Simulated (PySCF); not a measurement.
AlF2, multiplicity 2. Atoms are numbered in the order given.

```xyz
3

Al     0.0000     0.0000     0.4856
F      0.0000    -1.4260    -0.3507
F      0.0000     1.4260    -0.3507
```
Charge 0, spin multiplicity 2.

The structure is a stationary point at ωB97X-D3(BJ)/def2-TZVP. The multiplicity is an assumed one; other spin states were not compared. The isomer is the one that the SMILES or the coordinates give; other isomers of the formula were not compared.

Method: C-PCM-PBE0/def2-SVP (PySCF).

The values are the electrostatic part of the solvation free energy, E(continuum) − E(gas) at the gas-phase geometry, in a cavity of scaled van der Waals radii (PySCF's table); cavitation and dispersion terms are not included. A continuum can't describe solvent molecules that bind to the metal. The dipole moment in vacuum is 1.86 D.

```
solvent         ε  ΔG(elec) (kcal/mol)  dipole (D)
----------  -----  -------------------  ----------
water       78.36                 -7.0        2.22
acetone     20.49                 -6.7        2.21
chloroform   4.71                 -5.5        2.14
```
